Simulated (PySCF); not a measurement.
1,1-dibromo-2-chloroethene (C2HBr2Cl), SMILES ClC=C(Br)Br.

The structure is a stationary point at B3LYP-D3(BJ)/def2-SVP.

All values below come from B3LYP-D3(BJ)/def2-SVP in PySCF.

Frequencies are harmonic and unscaled.

Computed vibrational spectrum:
```
mode  ν (cm⁻¹)  IR (km/mol)  Raman (Å⁴/amu)  depolarisation  moving atoms (share of kinetic energy)
----  --------  -----------  --------------  --------------  --------------------------------------
1          138          0.5             1.5            0.67                        Cl 50 %, Br 47 %
2          179          0.2             2.6            0.69                  Br 81 %, Cl 9 %, C 9 %
3          188          0.1             1.1            0.75                  C 69 %, Cl 16 %, H 9 %
4          293          0.0             7.2            0.24                        Cl 49 %, Br 44 %
5          427          7.0             2.3            0.75                          C 84 %, H 14 %
6          523          8.7             6.0            0.17                         C 76 %, Br 17 %
7          788        116.6             0.8            0.27                         C 82 %, Cl 14 %
8          804         20.3             2.6            0.75                          H 74 %, C 26 %
9          873         58.2             2.7            0.36                  C 80 %, H 10 %, Cl 9 %
10        1246          6.7            10.3            0.49                          H 86 %, C 13 %
11        1634          9.5            39.6            0.22                                  C 97 %
12        3217         11.5            85.3            0.29                           H 92 %, C 8 %
```
